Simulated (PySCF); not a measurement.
# Multinuclear NMR of C4H5NO3Si

Geometry:
| atom | x (Å) | y (Å) | z (Å) |
| --- | --- | --- | --- |
| N1 | -0.510 | -2.024 | 2.289 |
| C2 | -0.308 | -1.414 | 1.343 |
| C3 | -0.072 | -0.629 | 0.176 |
| Si4 | -0.477 | 1.289 | 0.600 |
| C5 | -1.015 | -0.895 | -0.939 |
| O6 | -0.702 | -0.875 | -2.098 |
| O7 | 1.278 | -0.801 | -0.272 |
| C8 | 1.810 | 0.239 | -0.828 |
| O9 | 1.331 | 1.349 | -0.833 |
| H10 | -1.007 | 1.997 | -0.551 |
| H11 | -1.633 | 1.045 | 1.492 |
| H12 | 0.579 | 1.766 | 1.479 |
| H13 | -2.053 | -1.050 | -0.598 |
| H14 | 2.780 | 0.002 | -1.283 |

Computed data (PySCF): structure optimised with GFN2-xTB, σ from GIAO-PBE0/pcSseg-1. One conformer, relativity neglected, no solvent, fast rotation and ring inversion assumed for equivalent nuclei.

Task: What are the ²⁹Si shifts?

Result: 
```
atoms               environment  σ (ppm)  δ (ppm)
  Si4  silicon bonded to C, 3 H    414.2    -60.5
```

Shieldings were converted by a linear fit to measured shifts: ²⁹Si (scatter 8.9 ppm rms, 25.8 ppm with the 6 outliers that the fit left out vs TMS, solution or neat liquid). Occasional misses reach two or three times the rms, and more in compound classes unlike the fitted ones.

On a 600 MHz spectrometer ²⁹Si resonates near 119.2 MHz, so 1 ppm is 119.2 Hz.

Task: Where does ¹⁵N resonate?

Result: 
| atoms | environment | σ (ppm) | δ (ppm) |
| --- | --- | --- | --- |
| N1 | nitrile nitrogen | -59.9 | -92.9 |

Shieldings were converted by a linear fit to measured shifts: ¹⁵N (scatter 6.3 ppm rms vs CH3NO2, solution or neat liquid). Occasional misses reach two or three times the rms, and more in compound classes unlike the fitted ones.

On a 300 MHz spectrometer ¹⁵N resonates near 30.4 MHz, so 1 ppm is 30.4 Hz.

Task: What are the ¹⁷O shifts?

Result: 
| atoms | environment | σ (ppm) | δ (ppm) |
| --- | --- | --- | --- |
| O6 | aldehyde oxygen | -314.8 | 553.4 |
| O9 | ester carbonyl oxygen | -78.5 | 338.2 |
| O7 | ester alkoxy oxygen | 120.2 | 157.2 |

Shieldings were converted by a linear fit to measured shifts: ¹⁷O (scatter 10.7 ppm rms, 12.2 ppm with the 3 outliers that the fit left out vs liquid water, solution or neat liquid). A few per cent of atoms miss by over 2 rms, more outside the fitted compound classes.

On a 500 MHz spectrometer ¹⁷O resonates near 67.8 MHz, so 1 ppm is 67.8 Hz.
